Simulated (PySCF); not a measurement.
A geometry optimisation, step by step.

C₉H₁₀Se.
Numbering: `[CH3:1][Se:2][C:3]1=[CH:4][C@H:5]2[CH:6]=[CH:7][C@@H:8]1[CH:9]=[CH:10]2` (hydrogens: H11, H12, H13 on C1; H14 on C4; H15 on C5; H16 on C6; H17 on C7; H18 on C8; H19 on C9; H20 on C10)

Computed by this run: PBE0-D3(BJ)/def2-SVP geometry optimisation, gas phase in PySCF; density fitting, grid level 2; the optimiser is geomeTRIC in internal coordinates, started from a GFN2-xTB structure. The frame can shift and turn from step to step; on so coarse a grid that alone can change the energy by a few meV, and forces under 0.02 eV/Å are noise.

Step 0: E = -74810.1671 eV, largest atomic force 0.980 eV/Å
```
atom  x, y, z in Å  |  force x, y, z in eV/Å
C1      3.289    0.642    0.688   -0.554  -0.405   0.137
Se2     2.047   -0.644    1.462   -0.087   0.061  -0.050
C3      0.505   -0.267    0.428    0.881  -0.082   0.420
C4      0.367    0.579   -0.587    0.010   0.135  -0.150
C5     -1.045    0.606   -1.143   -0.008  -0.144   0.170
C6     -1.362   -0.832   -1.506   -0.035   0.160  -0.205
C7     -1.217   -1.675   -0.498    0.049  -0.203   0.132
C8     -0.773   -1.007    0.786    0.096   0.061  -0.056
C9     -1.791    0.082    1.051    0.004  -0.094   0.229
C10    -1.936    0.923    0.042   -0.047   0.168  -0.193
H11     4.219    0.563    1.244    0.320  -0.052   0.205
H12     2.875    1.642    0.792   -0.104   0.384   0.008
H13     3.456    0.397   -0.358    0.106  -0.028  -0.383
H14     1.125    1.207   -1.015    0.490   0.315  -0.175
H15    -1.161    1.299   -1.973   -0.038   0.177  -0.211
H16    -1.670   -1.082   -2.505   -0.178  -0.252  -0.552
H17    -1.380   -2.736   -0.527   -0.115  -0.602  -0.103
H18    -0.642   -1.699    1.618   -0.025  -0.161   0.182
H19    -2.311    0.117    1.991   -0.345   0.095   0.512
H20    -2.600    1.767    0.008   -0.420   0.468   0.083
```

Step 1: E = -74810.2525 eV, largest atomic force 0.179 eV/Å
```
atom  x, y, z in Å  |  force x, y, z in eV/Å
C1      3.428    0.587    0.628    0.141   0.097   0.039
Se2     2.176   -0.612    1.476    0.043  -0.011  -0.009
C3      0.676   -0.198    0.434   -0.172  -0.048  -0.011
C4      0.534    0.655   -0.586    0.088   0.036  -0.005
C5     -0.897    0.672   -1.136   -0.005   0.083  -0.104
C6     -1.216   -0.772   -1.523   -0.026  -0.035  -0.063
C7     -1.069   -1.623   -0.510   -0.018  -0.062  -0.009
C8     -0.628   -0.936    0.781    0.032  -0.056   0.097
C9     -1.655    0.159    1.066   -0.037   0.000   0.048
C10    -1.801    1.006    0.050   -0.049   0.055   0.014
H11     4.383    0.491    1.165   -0.045   0.008  -0.037
H12     3.067    1.623    0.711    0.025  -0.043  -0.011
H13     3.574    0.319   -0.429   -0.031  -0.016   0.032
H14     1.309    1.290   -1.015   -0.025  -0.022   0.015
H15    -1.014    1.373   -1.972    0.006  -0.017   0.022
H16    -1.524   -1.038   -2.536    0.014   0.014   0.035
H17    -1.235   -2.701   -0.551    0.011   0.037   0.002
H18    -0.507   -1.636    1.618    0.002   0.014  -0.022
H19    -2.188    0.202    2.018    0.021  -0.003  -0.032
H20    -2.478    1.863    0.030    0.027  -0.030  -0.002
```

Step 2: E = -74810.2545 eV, largest atomic force 0.044 eV/Å
```
atom  x, y, z in Å  |  force x, y, z in eV/Å
C1      3.443    0.595    0.628   -0.015   0.022  -0.011
Se2     2.182   -0.606    1.471    0.008  -0.019   0.022
C3      0.667   -0.202    0.437    0.029   0.017  -0.011
C4      0.531    0.653   -0.582   -0.030  -0.018   0.008
C5     -0.898    0.673   -1.138    0.003   0.007  -0.009
C6     -1.218   -0.773   -1.523   -0.001  -0.015   0.009
C7     -1.075   -1.625   -0.510   -0.004   0.006  -0.023
C8     -0.636   -0.941    0.784    0.041   0.014   0.008
C9     -1.664    0.156    1.065   -0.003   0.016  -0.016
C10    -1.805    1.004    0.049   -0.005  -0.006   0.015
H11     4.398    0.492    1.161   -0.014  -0.019   0.008
H12     3.089    1.632    0.713    0.001   0.000  -0.002
H13     3.582    0.326   -0.428   -0.007  -0.004  -0.001
H14     1.310    1.286   -1.008    0.001  -0.003   0.004
H15    -1.012    1.374   -1.973   -0.006  -0.004   0.003
H16    -1.523   -1.039   -2.537    0.001  -0.001  -0.001
H17    -1.240   -2.702   -0.553    0.001  -0.001  -0.001
H18    -0.516   -1.641    1.621    0.002   0.005  -0.006
H19    -2.198    0.201    2.015   -0.001   0.001  -0.001
H20    -2.480    1.862    0.028   -0.001   0.001   0.001
```

Step 3: E = -74810.2547 eV, largest atomic force under 0.02 eV/Å
```
atom  x, y, z in Å  |  force x, y, z in eV/Å
C1      3.443    0.594    0.631   -0.004   0.007  -0.006
Se2     2.181   -0.606    1.473   -0.011   0.005  -0.005
C3      0.669   -0.198    0.436   -0.013  -0.002  -0.007
C4      0.528    0.655   -0.584    0.016   0.006  -0.001
C5     -0.901    0.673   -1.139    0.006  -0.006   0.008
C6     -1.219   -0.774   -1.524    0.003  -0.001   0.015
C7     -1.072   -1.624   -0.510   -0.005  -0.002  -0.006
C8     -0.632   -0.939    0.784    0.006   0.010  -0.006
C9     -1.662    0.157    1.064   -0.007   0.002   0.002
C10    -1.808    1.004    0.048    0.010  -0.016   0.003
H11     4.397    0.484    1.162    0.003  -0.006   0.002
H12     3.093    1.632    0.717   -0.001   0.002   0.001
H13     3.578    0.325   -0.426   -0.002   0.000  -0.001
H14     1.305    1.289   -1.011    0.007   0.005  -0.001
H15    -1.017    1.373   -1.975    0.002   0.001   0.000
H16    -1.523   -1.041   -2.537   -0.001  -0.001  -0.002
H17    -1.234   -2.702   -0.553    0.001  -0.004   0.000
H18    -0.510   -1.638    1.621   -0.006  -0.002   0.001
H19    -2.196    0.201    2.014   -0.002   0.000   0.004
H20    -2.485    1.860    0.028   -0.002   0.001   0.000
```

**Question.** Summarise the path.

**Answer.** The energy falls by 0.0876 eV from step 0 to step 3; nine tenths of that is first reached at step 1. It falls at every step. The largest force goes from 0.980 to under 0.02 eV/Å. Among the bonds C3–C8 changes most (a near tie, within 0.001 Å, with another), from 1.520 to 1.537 Å; the atoms move by 0.047 Å rms after alignment.

What follows is the cost of the whole optimisation. Hardware: one thread of an Arm Neoverse V1, no GPU, shared host. Cost: 2.4 min, 1.0 GiB resident at most.
